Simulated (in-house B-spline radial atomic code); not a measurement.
Ionisation energies with and without relativity, with size and susceptibility from the Dirac run. Dirac energy differences include first-order Breit, QED and recoil terms. NIST's values go from ground level to ground level; the uncertainty of those that are theory runs from under 0.1 % in few-electron ions to several per cent in heavy many-electron ones. Computed with a radial B-spline atomic code at the basis-set limit: non-relativistic Hartree-Fock and Dirac-Hartree-Fock, averages of the configuration (point nuclei without relativity, finite nuclei with it).

```
 ion  configuration  configuration after  ionisation non-relativistic (eV)  ionisation Dirac Breit and QED (eV)  tabulated value (eV)    tabulated kind  radius at density 0.001 (bohr)  diamagnetic susceptibility (10⁻⁶ cm³/mol)
Sc6+   [Ne] 3s2 3p3         [Ne] 3s2 3p2                            133.35                               133.44                137.99    semi-empirical                            2.34                                    -5.4267
Ti6+   [Ne] 3s2 3p4         [Ne] 3s2 3p3                            141.87                               141.98                140.68    semi-empirical                           2.292                                    -5.7179
 V6+   [Ne] 3s2 3p5         [Ne] 3s2 3p4                            150.50                               150.65                150.72    semi-empirical                           2.242                                     -5.924
Cr6+   [Ne] 3s2 3p6         [Ne] 3s2 3p5                            159.26                               159.43                160.29    semi-empirical                           2.192                                    -6.0651
Mn6+       [Ar] 3d1         [Ne] 3s2 3p6                                 ?                                    ?                     ?          measured                               ?                                          ?
Fe6+       [Ar] 3d2             [Ar] 3d1                                 ?                                    ?                     ?          measured                               ?                                          ?
Co6+       [Ar] 3d3             [Ar] 3d2                            126.84                               126.32                 128.9    semi-empirical                           2.146                                    -6.3808
Ni6+       [Ar] 3d4             [Ar] 3d3                            130.91                               130.35                   132  tabulated theory                           2.126                                    -6.4242
Cu6+       [Ar] 3d5             [Ar] 3d4                                 ?                                    ?                     ?    semi-empirical                               ?                                          ?
Zn6+       [Ar] 3d6             [Ar] 3d5                            138.93                               138.25                 133.9    semi-empirical                           2.082                                    -6.4528
```

(1) Fill in the row of Mn6+.

(2) Fill in the row of Fe6+.

(3) Fill in the row of Cu6+.

Answers

(1) ionisation non-relativistic (eV): 118.53; ionisation Dirac Breit and QED (eV): 118.10; tabulated value (eV): 119.203; radius at density 0.001 (bohr): 2.181; diamagnetic susceptibility (10⁻⁶ cm³/mol): -6.2091.

(2) ionisation non-relativistic (eV): 122.71; ionisation Dirac Breit and QED (eV): 122.24; tabulated value (eV): 124.9671; radius at density 0.001 (bohr): 2.165; diamagnetic susceptibility (10⁻⁶ cm³/mol): -6.3114.

(3) ionisation non-relativistic (eV): 134.94; ionisation Dirac Breit and QED (eV): 134.32; tabulated value (eV): 139; radius at density 0.001 (bohr): 2.104; diamagnetic susceptibility (10⁻⁶ cm³/mol): -6.4468.
